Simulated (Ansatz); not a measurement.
```yaml
crystal:
  periodic: [false, false, false]
  atoms:
    - {symbol: Si, position_ang: [-0.979081, 0.964079, -0.403093]}
    - {symbol: N, position_ang: [0.280103, 0.060985, -0.145326]}
    - {symbol: C, position_ang: [0.277675, -1.053436, 0.716589]}
    - {symbol: Al, position_ang: [1.736979, -0.608245, -0.138900]}
    - {symbol: H, position_ang: [-2.023388, 0.240543, -0.925236]}
    - {symbol: H, position_ang: [-1.436507, 1.538744, 0.757607]}
    - {symbol: H, position_ang: [-0.642960, 1.955565, -1.285387]}
    - {symbol: H, position_ang: [0.116105, -0.825592, 1.681278]}
    - {symbol: H, position_ang: [-0.325731, -1.799714, 0.420572]}
    - {symbol: H, position_ang: [3.073349, -0.520030, -0.675438]}
basis:
  gaussian: {orbitals: ANO-RCC-VTZP}
magnetization: {spin_polarized: true, initial_magnetization: 0}
hamiltonian: {xc: {name: r2SCAN0}, dispersion: d4, pseudopotentials: {relativity: none}}
accuracy: high
output: {forces: true}
```

```sh
$ ansatz run in.yaml --threads 2 --pin off --events-out ev --progress --plain --max-ram 4352MiB
```

Shortened log:

```
Functional definition: r2SCAN0
3987 factors; integrals over basis functions are off by at most 3.6e-9 eV
mean field evaluation 1: about -17077.2409 eV, gradient 5.2e1 eV
mean field evaluation 2: about -17037.2248 eV, gradient 9.8e1 eV
mean field evaluation 4: about -17088.5034 eV, gradient 6.0e0 eV
mean field evaluation 8: about -17088.8232 eV, gradient 5.4e-1 eV
mean field evaluation 16: about -17088.8245 eV, gradient 4.5e-5 eV
mean field -17088.82452645 eV, -628.0027181258 hartree, gradient 3.1e-8 eV, S^2 0.000000; 0 other end points of the search recorded, 0 dependent functions left out
reference -17088.82453268 eV, -628.0027183546 hartree; 23, 23 occupied and 189, 189 virtual orbitals, 3987 factors
WARN: the results are in doubt because the basis set is contracted for relativity, which is off
Total energy: -17088.88730280 eV, -628.0050251140 hartree
Atom 0 at    -0.979081     0.964079    -0.403093 Å, force    -2.123800     1.641495    -0.525559 eV/Å
Atom 1 at     0.280103     0.060985    -0.145326 Å, force     0.203114     1.561405    -1.273683 eV/Å
Atom 2 at     0.277675    -1.053436     0.716589 Å, force     0.153078    -1.691233     1.252686 eV/Å
Atom 3 at     1.736979    -0.608245    -0.138900 Å, force     4.966282    -1.318545    -0.721357 eV/Å
Atom 4 at    -2.023388     0.240543    -0.925236 Å, force    -2.115742    -1.392599    -1.027074 eV/Å
Atom 5 at    -1.436507     1.538744     0.757607 Å, force    -0.962223     1.159608     2.280296 eV/Å
Atom 6 at    -0.642960     1.955565    -1.285387 Å, force     0.580111     2.037851    -1.774737 eV/Å
Atom 7 at     0.116105    -0.825592     1.681278 Å, force    -0.602995     0.671087     3.539372 eV/Å
Atom 8 at    -0.325731    -1.799714     0.420572 Å, force    -2.170533    -2.785207    -0.933692 eV/Å
Atom 9 at     3.073349    -0.520030    -0.675438 Å, force     2.072709     0.116138    -0.816250 eV/Å
Dipole moment:     0.435513    -0.201786     0.003315 e Å
In doubt: the basis set is contracted for relativity, which is off
```

Run time 7.1 min (2 threads of an Arm Neoverse V1 on a shared host); peak host memory 1.9 GiB.
